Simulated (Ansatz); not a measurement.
```yaml
crystal:
  periodic: [false, false, false]
  atoms:
    - {symbol: C, position_ang: [1.895797, -0.320837, -2.032462]}
    - {symbol: O, position_ang: [1.328138, -0.043678, -0.787864]}
    - {symbol: Mo, position_ang: [-0.211630, 0.614848, -0.069062]}
    - {symbol: O, position_ang: [0.442378, 1.096654, 1.629868]}
    - {symbol: F, position_ang: [-0.852168, 0.439113, -1.826849]}
    - {symbol: F, position_ang: [-1.955254, 1.204011, 0.251547]}
    - {symbol: F, position_ang: [0.190864, 2.404680, -0.447460]}
    - {symbol: O, position_ang: [-0.735174, -0.945106, 0.710820]}
    - {symbol: C, position_ang: [-1.583577, -1.270012, 1.773402]}
    - {symbol: H, position_ang: [1.118497, -0.279898, -2.801121]}
    - {symbol: H, position_ang: [2.346985, -1.315314, -2.003676]}
    - {symbol: H, position_ang: [2.667165, 0.423794, -2.245703]}
    - {symbol: H, position_ang: [0.709310, 2.013526, 1.751282]}
    - {symbol: H, position_ang: [-1.122028, -0.927065, 2.704922]}
    - {symbol: H, position_ang: [-2.544314, -0.764963, 1.636613]}
    - {symbol: H, position_ang: [-1.717991, -2.352352, 1.799941]}
basis:
  gaussian: {orbitals: STO-3G, fitting: {mean_field: cc-pVTZ-jkfit}}
magnetization: {spin_polarized: true, initial_magnetization: 0}
hamiltonian: {xc: {name: PBE}}
accuracy: high
```

```sh
$ ansatz run in.yaml --threads 5 --pin off --events-out ev --progress --plain --max-ram 66560MiB --backend cpu
```

(1) How does Ansatz answer? (An estimate is asked.)

Results:

(1) Ansatz gave: The input was rejected before any iteration.
```
Functional definition: PBE
Error: <dir> the basis set cc-pVTZ-JKFIT has no functions for Mo
```
